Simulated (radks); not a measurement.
Numerical settings for neutral silicon, [Ne] 3s2 3p2. All-electron calculation, scalar-relativistic Kohn-Sham, PBE, spin-polarised, spherical densities, finite nucleus; open shells are filled with parallel spins first; Fermi nuclear charge, rms radius 3.1224 fm. Program: a radial shooting solver on a logarithmic mesh with Libxc functionals. The defaults (mesh step 0.008 in ln r, mesh end at 40 bohr or more with all orbitals vanishing there, Anderson mixing 0.5 over 9 steps, residual threshold near 1e-9 with the energy settled to 1e-9 hartree or 1e-11 of itself, here a cap of 85 iterations) give E = -289.8659 hartree and 3p at -4.621 eV in 19 iterations. Run on one thread of a shared host, so times are rough (Arm Neoverse V2): 0.12 s of CPU time, 0.12 s wall, 19 iterations on 2309 mesh points. One setting is changed at a time: mesh step in ln r 0.03; mesh step in ln r 0.005; mesh step in ln r 0.2; mesh end (bohr) 3; mesh end (bohr) 8; residual threshold 1e-05; residual threshold 1e-13; mixing 0.05; linear mixing, mixing 0.2; linear mixing, mixing 1; mixing history 3; iteration cap 5. Which runs fail to converge, and which converge to a wrong energy?

Answer. Not converged within the cap: mesh step in ln r 0.2; residual threshold 1e-13; linear mixing, mixing 0.2; linear mixing, mixing 1; iteration cap 5. Settled on a wrong energy, with an occupied level pushed above zero by the early mesh end: mesh end (bohr) 3 (+1.38 hartree). Apart from these: settings that end as converged yet miss the energy by more than 1 mhartree: mesh end (bohr) 8 (+0.00256 hartree).
